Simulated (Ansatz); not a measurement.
Z-matrix (Å, degrees):
```
C
C 1 1.495
O 1 1.438 2 56.5
B 1 1.530 2 113.4 3 110.7
H 1 1.088 2 114.0 3 -102.3
H 2 1.088 1 120.1 3 -104.2
H 2 1.088 1 117.0 3 106.6
H 4 1.195 1 119.3 2 -54.1
H 4 1.196 1 119.9 2 121.8
```

Charge 0, multiplicity 1.

List the ωB97M-V/def2-TZVPP orbital energies in eV (Ansatz). (Best estimate.)

Ansatz gave: Occupied: -526.76, -283.37, -282.63, -187.98, -33.20, -22.03, -20.71, -17.80, -16.48, -15.12, -14.15, -12.59, -12.02, -11.38, -10.44. Lowest empty: 0.32, 2.62, 3.18, 3.56, 3.83, 4.16, 4.39, 4.92.
